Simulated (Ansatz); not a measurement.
Reactions of C₂H₇BOSi, SMILES `CC1B[SiH2]O1`.

Computed with Ansatz on PBE0-D4/def2-TZVP structures; ΔE is electronic, products minus reactants. CBS: MP2 limit from def2 TZ/QZ plus the TZ coupled-cluster correction, frozen cores. This one scheme is used for every species, atoms too. No spin–orbit coupling; open shells (•) take unrestricted orbitals. Spin–orbit coupling would lower the free atoms: a little for B, C, O, Si. One conformer a species, not always the lowest.

(1) Order these by ΔE at CCSD(T)/CBS, lowest first. (Estimate.)
A. `CC1B[SiH2]O1` → B• + 2 C• + 7 H• + O• + Si•
B. `CC1B[SiH2]O1` + H₂ → `B1CO[SiH2]1` + CH₄
C. `CC1B[SiH2]O1` → `B1CO[SiH2]1` + `[CH2]` (triplet)
D. `CC1B[SiH2]O1` + `CB[SiH2]S` → `CB[SiH2]SC` + `B1CO[SiH2]1`

Largest T1 diagnostic: 0.014, for B•.

## Answers

(1) B (-13.3 kcal/mol), D (+5.7 kcal/mol), C (+106.9 kcal/mol), A (+1064.5 kcal/mol).
